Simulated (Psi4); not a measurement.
Noncovalent pair: NH3 (SMILES N) (first 4 atoms) with C2H6 (SMILES CC); geometry from B3LYP-D3(BJ)/def2-TZVP, rigid monomers moved along the line of their centres of mass till H3···C6 is 5.26 Å.
(charge 0, multiplicity 1):
| atom | x (Å) | y (Å) | z (Å) |
|---|---|---|---|
| N | -0.0858 | -0.0201 | -0.2018 |
| H | -0.2269 | 0.4751 | -1.0748 |
| H | 0.3915 | 0.6109 | 0.4318 |
| H | 0.5449 | -0.7912 | -0.3890 |
| C | -0.6264 | -0.6495 | 5.6931 |
| C | 0.4409 | 0.4415 | 5.6847 |
| H | -0.9641 | -0.8715 | 4.6800 |
| H | -1.4969 | -0.3431 | 6.2768 |
| H | -0.2436 | -1.5726 | 6.1338 |
| H | 1.3197 | 0.1333 | 5.1129 |
| H | 0.7793 | 0.6830 | 6.6944 |
| H | 0.0598 | 1.3631 | 5.2387 |

These are SAPT0/jun-cc-pV(D+d)Z (Psi4 1.11) values and carry that method's errors.

Problem. Give the four SAPT terms and the total, and say what mostly holds the pair together.

Solution. electrostatics -0.1, exchange 0.0, induction 0.0, dispersion -0.2, total -0.3 kJ/mol; the largest attraction is dispersion.
